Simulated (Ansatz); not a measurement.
GeH5N (SMILES [NH2][GeH3]) moved off its minimum; all values from Ansatz (an electronic-structure program), cores frozen in correlated methods.
(charge 0, multiplicity 1)
```xyz
7

Ge    -0.49873    -0.00085     0.02696
N      1.34384    -0.23876    -0.29441
H     -1.19201    -0.90849    -1.01940
H     -0.51660     1.48749    -0.15697
H     -0.54981    -0.33500     1.37459
H      1.65666    -1.00684     0.01888
H      1.93074     0.52658     0.44028
```

Forces at MP2/cc-pVTZ (eV/Å):

| atom | Fx | Fy | Fz |
|---|---|---|---|
| Ge1 | 1.975 | 0.233 | -3.250 |
| N2 | -0.405 | 10.304 | -0.285 |
| H3 | -0.193 | 0.336 | 0.390 |
| H4 | -0.720 | 0.634 | -0.217 |
| H5 | -1.160 | -0.982 | 3.522 |
| H6 | 2.942 | -7.736 | 2.820 |
| H7 | -2.440 | -2.789 | -2.979 |

Q: Give the forces (eV/Å), the total energy and the dipole at CCSD(T)/cc-pVTZ.

A: 
```
atom      Fx      Fy      Fz
----  ------  ------  ------
Ge1    1.928   0.226  -3.223
N2    -0.436  10.142  -0.443
H3    -0.241   0.255   0.297
H4    -0.707   0.750  -0.227
H5    -1.141  -1.000   3.608
H6     2.936  -7.720   2.825
H7    -2.339  -2.653  -2.837
```
Energy -2133.1206 hartree, dipole 1.62 D.
